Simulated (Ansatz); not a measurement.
Calculated with Ansatz (gas phase, PBE0-D4/def2-TZVP geometries, no zero-point term in ΔE). CBS: MP2 limit from def2 TZ/QZ plus the TZ coupled-cluster correction, frozen cores. This one scheme is used for every species. DFT in def2-TZVPP. No spin–orbit coupling; open shells (•) take unrestricted orbitals. One conformer a species, not always the lowest.

`CCB(C)[SiH3]` → `C[B]CC`• + `[SiH3]`•  (homolysis of the B–Si bond)

**Question.** What is ΔE at CCSD(T)/CBS? (Best estimate.)

**Answer.** Ansatz gave: +87.3 kcal/mol.

**Question.** What do these levels give: B2PLYP, r2SCAN, MP2/def2-TZVPP, CCSD(T)/def2-TZVPP, HF/def2-QZVPP, MP2/CBS(def2)? (An estimate is asked.)

**Answer.** Ansatz gave: B2PLYP 82.3, r2SCAN 78.8, MP2/def2-TZVPP 85.7, CCSD(T)/def2-TZVPP 85.1, HF/def2-QZVPP 60.8, MP2/CBS(def2) 87.9 kcal/mol.

Largest T1 diagnostic among the species: 0.015.

In def2-TZVPP, CCSD(T) changes the Hartree–Fock value by +24.2 kcal/mol (the triples alone add +1.9 kcal/mol) and MP2 by +24.8 kcal/mol; breaking electron pairs costs correlation energy, which Hartree–Fock lacks. The D4 term adds +3.6 kcal/mol with B3LYP and +2.1 kcal/mol with PBE0; it sums over pairs of atoms, weighted by their polarisabilities, and B3LYP, whose exchange is more repulsive, gets the larger term.

B3LYP here is the variant with VWN-RPA as its local correlation; programs differ in this.
